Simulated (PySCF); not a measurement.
## From a computed spectrum to the compound

A species of 5 atoms with charge 1 has these harmonic modes (PBE0, small Gaussian bases with core potentials, PySCF 2.14.0):

```
cm⁻¹  km/mol  symmetry
  81     0.3         a
  82     0.9         b
 161    25.5         a
 312     0.0         a
 389     8.6         b
 748    16.1         b
 749     4.4         a
2674    55.1         b
2675    17.7         a
```

**Question.** Which species is it, and in which structure?

**Answer.** [Tl(SH)2]+ (singlet):
```xyz
5

Tl    0.0000    0.0000   -0.0076
S     2.3559    0.3557    0.0533
H     2.5758   -0.5678   -0.9185
S    -2.3559   -0.3557    0.0533
H    -2.5758    0.5678   -0.9185
```
Ideal gas at 298.15 K and 1 bar: S = 331.0 J/(mol K), Cp = 76.9 J/(mol K), H − H(0 K) = 18.0 kJ/mol (rigid rotor, harmonic modes, spin degeneracy alone). 
 The answer isn't unique; the calculation gave this one.
